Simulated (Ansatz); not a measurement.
One change: `O[SiH2][BH][GeH3]` becomes `O[SiH2]BO[SiH3]`.

Ansatz, PBE0-D4/def2-TZVP geometries, multiplicity 1. Each molecule was computed in one conformer, which needn't be the lowest.

Scalar relativity is left out up to krypton.

| property | `O[SiH2][BH][GeH3]` |
| --- | --- |
| size of the dipole moment (ωB97M-V/def2-TZVPP) / D | 1.20 |
| HOMO–LUMO gap (B3LYP/def2-TZVPP) / eV | 4.53 |
| HOMO–LUMO gap (ωB97M-V/def2-TZVPP) / eV | 8.98 |
| size of the dipole moment (B3LYP/def2-TZVPP) / D | 1.18 |
| HOMO energy (PBE0/def2-TZVPP) / eV | -7.75 |
| size of the dipole moment (PBE/def2-TZVPP) / D | 1.11 |

Task: What does the change do to each property? (Estimate.)

Result: The calculation gave: 
```
                                          property  `O[SiH2]BO[SiH3]`  shift
size of the dipole moment (ωB97M-V/def2-TZVPP) / D               2.45   1.25
             HOMO–LUMO gap (B3LYP/def2-TZVPP) / eV               5.66   1.13
           HOMO–LUMO gap (ωB97M-V/def2-TZVPP) / eV              10.17   1.19
  size of the dipole moment (B3LYP/def2-TZVPP) / D               2.46   1.28
                HOMO energy (PBE0/def2-TZVPP) / eV              -7.36   0.39
    size of the dipole moment (PBE/def2-TZVPP) / D               2.37   1.26
```

With PBE0 the HOMO rises by 0.39 eV and the LUMO rises by 1.55 eV, so the gap widens by about 1.16 eV. PBE moves the HOMO by 0.48 eV and ωB97M-V by 0.32 eV. Dipoles are sizes alone; their direction can turn.

B3LYP here is the variant with VWN-RPA as its local correlation; programs differ in this.
